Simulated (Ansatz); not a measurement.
A run for Ansatz (a first-principles code): U-B2PLYP/def2-TZVPP on H (SMILES [H]).

Ansatz 0.2 input:
```yaml
crystal:
  periodic: [false, false, false]
  atoms:
    - {symbol: H, position_ang: [0.00000000, 0.00000000, 0.00000000]}
basis:
  gaussian:
    orbitals: def2-TZVPP
hamiltonian:
  xc: {name: B2PLYP}
magnetization: {spin_polarized: true, initial_magnetization: 1}
correlation: {electrons: outside_noble_gas}
```

Output:

```
WARN ansatz: RAYON_NUM_THREADS=1 ignored (pool sized by the plan → 1); use --threads N
Functional definition: B2PLYP
integrals: 0.00 GiB planned
65 factors; integrals over basis functions are off by at most 1.6e-4 eV
mean field: 0.04 GiB planned
mean field evaluation 1: about -13.5553 eV, gradient 9.2e-1 eV
mean field evaluation 2: about -13.5549 eV, gradient 9.2e-1 eV
mean field evaluation 4: about -13.5679 eV, gradient 4.0e-3 eV
mean field evaluation 8: about -13.5679 eV, gradient 8.0e-6 eV
mean field -13.56788004 eV, -0.4986103948 hartree, gradient 8.0e-6 eV, S^2 0.750000; 0 other end points of the search recorded, 0 dependent functions left out
reference -13.56795350 eV, -0.4986130943 hartree; 1, 0 occupied and 13, 14 virtual orbitals, 65 factors
second order 0.00000000 eV of doubles, -0.00000000 eV of singles
Total energy: -13.56795350 eV, -0.4986130943 hartree
```

The run converged.

Cost: very roughly 0.09 core-seconds.
